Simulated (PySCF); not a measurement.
Cd(SiMe3)(OSiH3), SMILES C[Si](C)(C)[Cd][O][SiH3] (C3H12CdOSi2) (GFN2-xTB optimised geometry):

```
19

Cd    -0.763    -0.978     0.000
Si     1.753    -0.978     0.000
C      2.221     0.063    -1.551
C      2.703    -2.654    -0.042
C      2.231    -0.011     1.596
H      3.258     0.388    -1.537
H      2.066    -0.499    -2.470
H      1.594     0.954    -1.598
H      2.464    -3.228    -0.932
H      2.470    -3.268     0.822
H      3.775    -2.481    -0.041
H      2.085    -0.617     2.488
H      1.604     0.876     1.691
H      3.267     0.316     1.589
O     -1.558     0.993     0.000
Si    -2.900     1.827    -0.077
H     -2.595     3.268    -0.094
H     -3.775     1.539     1.086
H     -3.665     1.489    -1.303
```

Calculation: PBE0/def2-SVP, def2 effective core potentials past Kr (PySCF).

**Question.** What are the frontier orbital energies and the dipole moment?

**Answer.** HOMO-2 -7.43 eV, HOMO-1 -7.04 eV, HOMO -6.95 eV, LUMO -2.39 eV, LUMO+1 -0.78 eV; dipole moment 4.89 D.

On the same geometry PBE/def2-SVP, def2 effective core potentials past Kr run with PySCF 2.14.0 gives HOMO-2 -6.31 eV, HOMO-1 -5.77 eV, HOMO -5.62 eV, LUMO -3.03 eV, LUMO+1 -1.41 eV; dipole moment 4.78 D.
